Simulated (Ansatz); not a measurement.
Geometry optimisation of the cluster SnO2⁻.

```yaml
crystal:
  periodic: [false, false, false]
  atoms:
    - {symbol: Sn, position_ang: [-0.394272, 0.413146, -0.008631]}
    - {symbol: O, position_ang: [1.421549, 0.964137, 0.111224]}
    - {symbol: O, position_ang: [-1.027278, -1.377283, -0.102593]}
basis:
  gaussian: {orbitals: def2-TZVPD}
total_charge: -1
magnetization: {spin_polarized: true, initial_magnetization: 3}
hamiltonian: {xc: r2scan, dispersion: d4}
scf: {lower_state_search: "off"}
output: {orbitals: {seedname: orbitals}}
relax: {f_tol: 0.02, max_steps: 100}
```

```sh
$ ansatz run in.yaml --threads 4 --pin off --events-out ev --progress --plain --max-ram 3916MiB
```

Shortened log:

```
Functional definition: r2SCAN
mean field -9924.99603528 eV, -364.7368768928 hartree, gradient 8.9e-7 eV, S^2 3.779037; 0 other end points of the search recorded, 0 dependent functions left out
relax step   1: F+E_penalty+E_count = -9925.00986769 eV  Δ(F+E_penalty+E_count) = +0.000e0 eV  max|allowed force component| = 1.933e0 eV/Å  Δτ_max = 0.0000 Å  (25 SCF iters, accepted)
mean field -9925.26767759 eV, -364.7468595635 hartree, gradient 2.8e-6 eV, S^2 3.778556; 0 other end points of the search recorded, 0 dependent functions left out
relax step   2: F+E_penalty+E_count = -9925.28140875 eV  Δ(F+E_penalty+E_count) = -2.715e-1 eV  max|allowed force component| = 7.835e-1 eV/Å  Δτ_max = 0.1208 Å  (36 SCF iters, accepted)
mean field -9925.40450404 eV, -364.7518878428 hartree, gradient 3.2e-6 eV, S^2 3.776675; 0 other end points of the search recorded, 0 dependent functions left out
relax step   3: F+E_penalty+E_count = -9925.41823350 eV  Δ(F+E_penalty+E_count) = -1.368e-1 eV  max|allowed force component| = 1.818e-1 eV/Å  Δτ_max = 0.1940 Å  (37 SCF iters, accepted)
mean field -9925.40969302 eV, -364.7520785342 hartree, gradient 2.3e-6 eV, S^2 3.776486; 0 other end points of the search recorded, 0 dependent functions left out
relax step   4: F+E_penalty+E_count = -9925.42344304 eV  Δ(F+E_penalty+E_count) = -5.210e-3 eV  max|allowed force component| = 1.149e-1 eV/Å  Δτ_max = 0.0179 Å  (26 SCF iters, accepted)
mean field -9925.41636042 eV, -364.7523235566 hartree, gradient 2.6e-6 eV, S^2 3.775981; 0 other end points of the search recorded, 0 dependent functions left out
relax step   5: F+E_penalty+E_count = -9925.43015355 eV  Δ(F+E_penalty+E_count) = -6.711e-3 eV  max|allowed force component| = 4.108e-2 eV/Å  Δτ_max = 0.0661 Å  (29 SCF iters, accepted)
mean field -9925.41657039 eV, -364.7523312730 hartree, gradient 2.4e-6 eV, S^2 3.775997; 0 other end points of the search recorded, 0 dependent functions left out
relax step   6: F+E_penalty+E_count = -9925.43036591 eV  Δ(F+E_penalty+E_count) = -2.124e-4 eV  max|allowed force component| = 4.789e-3 eV/Å  Δτ_max = 0.0073 Å  (25 SCF iters, accepted)
Total energy: -9925.43039131 eV, -364.7528391822 hartree
Atom 0 at    -0.640551     0.671214    -0.014022 Å, force    -0.004530     0.004747    -0.000099 eV/Å
Atom 1 at     1.396573     0.693484     0.100987 Å, force     0.004789     0.000040     0.000270 eV/Å
Atom 2 at    -0.756024    -1.364699    -0.086965 Å, force    -0.000259    -0.004787    -0.000171 eV/Å
Dipole moment:    -0.283263     0.296823    -0.006201 e Å
Checks for a lower state left out: stability, starts, cluster_reference, orbital_swaps, neighbouring_geometries, increment
```

Run time 7.5 s (4 threads of Intel Xeon Platinum 8375C on a shared host).

In the def2 sets Sn takes a core potential; there is no spin–orbit coupling. The highest occupied level of the charge -1 quartet lies above zero (up to 1.56 eV). The electron is either unbound and held by the finite basis, or the level is raised by self-interaction error. At r2SCAN-D4/def2-TZVPD a doublet of charge -1 lies 2.46 eV below the quartet, each at its own geometry. The structure comes from a short search, and lower isomers may exist.
